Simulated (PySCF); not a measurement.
## How methods differ on the excitation energy of Co⁺

Co⁺ [Ar] 3d8 (3F) → Co⁺ [Ar] 3d7 4s1 (5F), as a difference of total energies. Calculation: PySCF 2.14, in aug-cc-pVTZ-DK (8s7p5d3f2g, 93 functions); the spin-free X2C one-electron Hamiltonian (Gaussian nucleus). Correlated levels: valence: [Ar] frozen. The calculations carry no spin-orbit coupling.

Q: Order these methods by the excitation energy they give, lowest first.
A. r2SCAN
B. MP2 (valence)
C. B3LYP
D. r2SCANh

A: D (0.095 eV), A (0.187 eV), C (0.355 eV), B (0.534 eV).

Errors of the correlated levels include the incompleteness of this basis and the frozen core.

For comparison: 0.429 eV (measured; NIST levels, between the centres of gravity of the two terms).
